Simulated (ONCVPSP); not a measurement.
**u(r) = r·R(r): atom against pseudo-atom (H (Z = 1))**

Columns: radius, all-electron u(r) and pseudo u(r) of the 1s shell (level -9.49 eV) of hydrogen in the configuration 1s0.75; PBE, non-relativistic, ONCV scheme, ONCVPSP 4.0.1.

| r (bohr) | all-electron | pseudo |
| --- | --- | --- |
| 0.055 | 0.1062 | 0.0838 |
| 0.110 | 0.2009 | 0.1661 |
| 0.165 | 0.2848 | 0.2454 |
| 0.220 | 0.3588 | 0.3206 |
| 0.275 | 0.4238 | 0.3907 |
| 0.330 | 0.4805 | 0.4550 |
| 0.385 | 0.5297 | 0.5131 |
| 0.440 | 0.5720 | 0.5646 |
| 0.495 | 0.6080 | 0.6093 |
| 0.550 | 0.6384 | 0.6469 |
| 0.605 | 0.6636 | 0.6774 |
| 0.660 | 0.6841 | 0.7009 |
| 0.715 | 0.7005 | 0.7177 |
| 0.770 | 0.7130 | 0.7286 |
| 0.825 | 0.7221 | 0.7344 |
| 0.880 | 0.7281 | 0.7364 |
| 0.935 | 0.7314 | 0.7359 |
| 0.990 | 0.7322 | 0.7339 |
| 1.045 | 0.7308 | 0.7311 |
| 1.100 | 0.7274 | 0.7274 |
| 1.155 | 0.7223 | 0.7223 |
| 1.210 | 0.7156 | 0.7157 |
| 1.265 | 0.7077 | 0.7077 |
| 1.320 | 0.6985 | 0.6985 |
| 1.375 | 0.6883 | 0.6883 |
| 1.430 | 0.6772 | 0.6772 |

Q: How many radial nodes do the two functions have?

A: The all-electron 1s function has n − l − 1 = 0; the pseudo-wave has 0.

Q: At about which radius was the pseudo-wave matched?

A: 1.10 bohr. The columns agree to 0.0005 from 1.04 bohr on; several derivatives are matched, so the curves merge somewhat inside the radius.

Q: Is the pseudo-wave norm-conserving?

A: Yes: the ONCV scheme keeps the norm inside the radius equal to the all-electron one, which fixes the energy derivative of the logarithmic derivative at the level.
